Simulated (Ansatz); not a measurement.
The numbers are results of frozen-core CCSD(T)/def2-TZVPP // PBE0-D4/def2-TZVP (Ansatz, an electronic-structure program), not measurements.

Ansatz 0.2 input:
```yaml
crystal:
  periodic: [false, false, false]
  atoms:
    - { symbol: N, position_ang: [1.039519, -0.64307, -0.57228] }
    - { symbol: Si, position_ang: [-0.260021, -0.099541, 0.381661] }
    - { symbol: O, position_ang: [-0.895468, 1.30977, -0.199288] }
    - { symbol: H, position_ang: [0.876111, -1.04576, -1.480418] }
    - { symbol: H, position_ang: [1.932501, -0.179656, -0.53479] }
    - { symbol: H, position_ang: [-1.306458, -1.155885, 0.36992] }
    - { symbol: H, position_ang: [0.248456, 0.118962, 1.761783] }
    - { symbol: H, position_ang: [-1.634641, 1.69518, 0.273414] }
basis:
  gaussian: { orbitals: def2-TZVPP }
correlation:
  method: ccsd_t
```

Output:

```
Functional definition: HF
1016 factors; integrals over basis functions are off by at most 1.0e-3 eV
mean field evaluation 1: about -11460.2573 eV, gradient 4.6e1 eV
mean field evaluation 2: about -11460.4065 eV, gradient 4.6e1 eV
mean field evaluation 4: about -11464.4101 eV, gradient 3.1e0 eV
mean field evaluation 8: about -11464.4522 eV, gradient 2.2e-1 eV
mean field evaluation 16: about -11460.2579 eV, gradient 4.6e1 eV
mean field -11464.45232727 eV, -421.3108521425 hartree, gradient 2.2e-6 eV, S^2 0.000000; 0 other end points of the search recorded, 0 dependent functions left out
7 core orbitals not correlated
reference -11464.45232727 eV, -421.3108521425 hartree; 10, 10 occupied and 157, 157 virtual orbitals, 1016 factors
second order -15.93748201 eV of doubles, -0.00000000 eV of singles
cycle   1  -16.20959273 eV  change   -2.7e-1 eV  update   7.8e-2
cycle   2  -16.57479303 eV  change   -3.7e-1 eV  update   2.2e-2
cycle   3  -16.64970164 eV  change   -7.5e-2 eV  update   1.1e-2
cycle   4  -16.64155819 eV  change    8.1e-3 eV  update   2.4e-3
cycle   5  -16.64158474 eV  change   -2.7e-5 eV  update   1.1e-3
cycle   6  -16.64186786 eV  change   -2.8e-4 eV  update   3.1e-4
cycle   7  -16.64171185 eV  change    1.6e-4 eV  update   1.2e-4
cycle   8  -16.64167846 eV  change    3.3e-5 eV  update   3.6e-5
cycle   9  -16.64168288 eV  change   -4.4e-6 eV  update   1.3e-5
perturbative correction -0.56326701 eV, -0.0206996808 hartree
Total energy: -11481.65727716 eV, -421.9431223889 hartree
```

Cost: about 40 core-seconds (a rough figure).
